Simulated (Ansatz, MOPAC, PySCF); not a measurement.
Complex: H2S (SMILES S) (first 3 atoms) with CH5N (SMILES CN); geometry from B3LYP-D3(BJ)/def2-TZVP.
(charge 0, multiplicity 1):
```
atom    x (Å)    y (Å)    z (Å)
----  -------  -------  -------
S      0.2986   0.1311  -0.1314
H      0.5133   0.2579   1.2085
H      0.5767  -1.1820  -0.1245
C     -0.6937  -0.3746   3.6384
N      0.5120   0.3754   3.2790
H     -0.5821  -1.4084   3.3094
H     -1.5462   0.0442   3.1032
H     -0.9250  -0.3785   4.7100
H      1.3326  -0.0096   3.7309
H      0.4385   1.3441   3.5659
```

Interaction energies are E(AB) − E(A) − E(B) at the monomers' geometry in the complex; basis-set methods are counterpoise corrected. Rows marked so take none.

Rows in 3-21G carry no dispersion term and start afresh at each structure. The state that PM3 reach isn't checked.

Codes used: Ansatz (a program for electronic structure) with Gaussian orbitals; MOPAC for PM3 (differences of heats of formation); PySCF for 3-21G rows, the dispersion terms. Values without a source in brackets are computed.

Predict the interaction energy from HF/3-21G (no counterpoise).

-6.6 kcal/mol

What interaction energy does PM3 give?

-0.4 kcal/mol

Predict the interaction energy from B3LYP-D4/def2-TZVPPD.

-4.7 kcal/mol
